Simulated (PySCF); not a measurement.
# Assignment exercise: C₄H₈F₃OPSi

Atom-mapped SMILES (the numbers label the heavy atoms): `[CH3:1][C@@H:2]1[C@H:3]([SiH3:4])[P@@:5]1(=[O:6])[C:7]([F:8])([F:9])[F:10]`; H(Xn) means a hydrogen on atom n.

[PySCF 2.14: structure optimised with GFN2-xTB; GIAO PBE0/pcSseg-1 shieldings; rapidly exchanging positions averaged; one computed conformer; non-relativistic Hamiltonian; isolated molecule]

Chemical shifts δ = σref − σ; 13C (σref 186.93) and 1H (σref 31.72) vs TMS, all at this level.

Task: Assign these signals to the numbered atoms. 13C{1H} NMR (computed): δ 132.7, 23.7, 11.5, 10.6.

Result: 
| δ (ppm) | atoms | environment | reason |
| --- | --- | --- | --- |
| 132.7 | C7 | CF3 carbon | 3 electronegative neighbours deshield it |
| 23.7 | C2 | three-membered-ring carbon | carbons of three-membered rings are unusually shielded |
| 11.5 | C3 | three-membered-ring carbon | – |
| 10.6 | C1 | methyl carbon | saturated and bonded to C and H only |

C3 and C1 lie closer than the usual error of such a calculation, so a measured spectrum could show them in the other order.

Task: Assign these signals to the numbered atoms. 1H NMR (600 MHz, computed): δ 4.16 (m, 3H), 2.05 (m, 1H), 1.62 (m, 3H), 1.35 (m, 1H).

Result: 
4.16 → H(Si4), hydrogen on a silicon bonded to C
2.05 → H(C2), hydrogen on a three-membered-ring carbon
1.62 → H(C1), hydrogen on a methyl carbon
1.35 → H(C3), hydrogen on a three-membered-ring carbon: cyclopropane-type protons are shielded by the ring

Splittings by 19F and 31P in the carbon and heteronuclear signals aren't shown, as no couplings were computed. Shifts are as computed. Against solution values, carbons near 30 ppm lie about +3 ppm off and those near 130 ppm about +5 ppm. Of 1211 compounds with measured shifts, 218 miss one by over three times the rms of a fit or turn the order of signals round; such compounds aren't used in these exercises. Multiplicities follow the n + 1 count of equivalent neighbours, as no J values were calculated; m marks all less simple cases, F and P coupling included.
